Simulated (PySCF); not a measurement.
A GIAO shielding run with PySCF 2.14 (density fitting, non-relativistic, gas phase) on SMILES C[SiH](C)NN1CCCC1, C₆H₁₆N₂Si:

```
$ OMP_NUM_THREADS=1 python probes_run.py task.json out

{"job": {"kind": "nmr", "xc": "PBE0", "basis": "pcSseg-1"}, "charge": 0, "multiplicity": 1}
C      3.026707    -1.233468     0.665610
Si     1.884729     0.278726     0.541725
C      2.427525     1.497287    -0.804313
N      0.353070    -0.347492     0.048878
N     -0.682134     0.551459    -0.282348
C     -1.587919     0.823736     0.825481
C     -2.624244    -0.320004     0.847342
C     -2.620941    -0.853498    -0.595534
C     -1.551631     0.000153    -1.312729
H      4.049623    -0.924206     0.850627
H      2.734816    -1.891961     1.477508
H      3.020243    -1.815784    -0.250162
H      1.884387     0.972393     1.850673
H      3.302248     2.062362    -0.498136
H      1.632028     2.202613    -1.018932
H      2.671600     0.984047    -1.729579
H      0.021317    -1.228877     0.433315
H     -1.025214     0.917002     1.753139
H     -2.080120     1.776351     0.614132
H     -2.321839    -1.094883     1.552822
H     -3.604278     0.043730     1.149480
H     -3.592737    -0.744201    -1.072660
H     -2.350103    -1.908918    -0.622660
H     -0.958465    -0.565159    -2.029374
H     -2.019602     0.842737    -1.827785
```

Hardware: 1 thread of an Arm Neoverse V1, shared host. The job also computes population analyses, field gradients, ring-centre shieldings.

**Question.** How large is the calculation?

**Answer.** 80 electrons, 240 basis functions and 1255 auxiliary functions.

**Question.** How long does it take, and how much memory does it need?

**Answer.** 90 s of wall time, with 13 SCF cycles and 4 response iterations; peak memory 1.1 GiB. Times on a shared host scatter by some tens of per cent.
